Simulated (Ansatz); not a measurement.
The cluster Na₂Pb₃⁺, relaxed as a doublet with UKS PBE0-D4/def2-SVP in Ansatz, starting from the GFN1-xTB geometry. Force threshold 0.02 eV/Å.

In the def2 sets Pb takes a core potential; there is no spin–orbit coupling. The relaxation made no stability test and no search for a lower SCF solution. The structure comes from a short search, and lower isomers may exist.

Start:

Cartesian coordinates in Å:
```
Na -0.3181 1.3485 2.5427
Na 1.6808 0.5305 -1.4367
Pb 0.5004 -1.1875 1.0259
Pb -1.2915 0.9084 -0.3331
Pb -0.5717 -1.5998 -1.7988
```

(1) Estimate the energy that the relaxation releases and the steps that it takes.

(2) Does the start keep its bonding?

(3) Predict the relaxed structure.

## Answers

(1) 0.21 eV, in 8 steps; 30 s on 4 threads of Arm Neoverse V2 on a shared host. No frequencies were taken in this run, so the end may be a saddle point.

(2) By distances, no bond broke or formed. The bond that changes most is Na2–Pb5, from 3.12 to 3.54 Å (atoms count from 1). The end is the same structure that another start reached, the lowest one found.

(3) 
Cartesian coordinates in Å:
```
Na -0.429 1.498 2.710
Na 1.890 0.699 -1.615
Pb 0.478 -1.342 1.047
Pb -1.205 0.819 -0.318
Pb -0.734 -1.674 -1.825
```
Bond lengths (bridged metal pairs left out): 5 × Na–Pb 3.20 to 3.64 Å; 3 × Pb–Pb 2.95 to 3.13 Å.
